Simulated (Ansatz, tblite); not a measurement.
Redistribution: CHBrF2 + C2H5Br → C2H4F2 + CH2Br2

Species: CHBrF2 (bromodifluoromethane) `FC(F)Br`, singlet; C2H5Br `CCBr`, singlet; C2H4F2 `CC(F)F`, singlet; CH2Br2 (dibromomethane) `BrCBr`, singlet. The partners trade Br for CH3; both sit on C, so the bond types are kept.

Shapes, held fixed at every level: PBE0-D4/def2-TZVP. Programs: Ansatz 0.2.0, tblite 0.8.0. The zero-point and thermal change to 298 K, harmonic and unscaled (PBE0-D4/def2-TZVP), is -0.3 kJ/mol.

Problem. Estimate the reaction enthalpy at 298 K.

Solution. From tabulated heats of formation (Active Thermochemical Tables), ΔH(298 K) = -10.0 kJ/mol. Nearest: CCSD(T)/def2-TZVPP (+0.4); farthest: SPW92/def2-TZVPP (+8.9). 9 of 9 levels lie within 10 kJ/mol. Relativity is left out for Br. Outer-core shells of Br are correlated, in sets that cover them unevenly. Times are processor times on shared x86 and Arm servers, and rough.

```tsv
level	kind	ΔH (kJ/mol)	computed − measured	CPU time (all species)
GFN2-xTB	semi-empirical	-8.1	+2.0	0.73 s
HF/def2-SVP	Hartree–Fock	-14.2	-4.1	–
SPW92/def2-TZVPP	LDA	-1.2	+8.9	9.8 s
PBE-D4/def2-TZVPP	GGA	-2.5	+7.6	19 s
r2SCAN0-D4/def2-TZVPP	global hybrid	-5.6	+4.4	42 s
wB97M-V/def2-TZVPP	range-separated hybrid	-7.6	+2.5	88 s
MP2/def2-SVP	perturbation theory	-7.0	+3.0	–
CCSD(T)/def2-SVP	coupled cluster or CI	-7.1	+2.9	22 s
CCSD(T)/def2-TZVPP	coupled cluster or CI	-9.7	+0.4	4.5 min
```
